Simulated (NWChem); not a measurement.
C2H4ClNOSi; SMILES [Si@@]1(C=NC1)(Cl)O

```xyz
10

O      1.9477    -0.3894     0.0205
Si     0.3368    -0.0235     0.0053
Cl    -0.7420    -1.8195     0.0328
C     -0.2804     1.3642     1.1037
N     -0.6852     2.1010     0.1251
C     -0.3542     1.3403    -1.1281
H      2.2219    -1.2912    -0.2002
H     -0.3945     1.6803     2.1405
H     -1.2555     1.1461    -1.7177
H      0.3498     1.9069    -1.7461
```
Atoms are numbered in this order, from 1.

Results from NWChem. Medium grid unless said otherwise, to which SCAN and Minnesota functionals are sensitive. All runs use the structure optimised with B3LYP/6-31G* (spherical d). Hybrids' shares of exact exchange are those that their runs print; pure functionals count as 0. The functionals differ in more than this share.

```csv
row,share of exact exchange,orbital gap (eV)
PBE/def2-TZVP,0.00,3.67
r2SCAN/def2-TZVP,0.00,4.10
B3LYP/def2-TZVP,0.20,5.67
M06-2X/def2-TZVP,0.54,withheld
Hartree-Fock/def2-TZVP,1.00,13.50
```

**Question.** Fit a straight line of the last column on the one before it, predict the withheld value, and compare with the run.

**Answer.** 
1. Means of the 4 shown rows: x = 0.300, y = 6.735. Slope Σ(x − x̄)(y − ȳ)/Σ(x − x̄)² = 6.552/0.6800 = 9.635; intercept 3.844.
2. The shown rows scatter about the line by 0.163 (root mean square); the largest residual is +0.26, at r2SCAN/def2-TZVP.
3. At x = 0.54 (M06-2X/def2-TZVP; inside the shown range) the line gives 9.05.
4. The run gives 8.43, -0.62 from the line, 3.8 times the scatter.
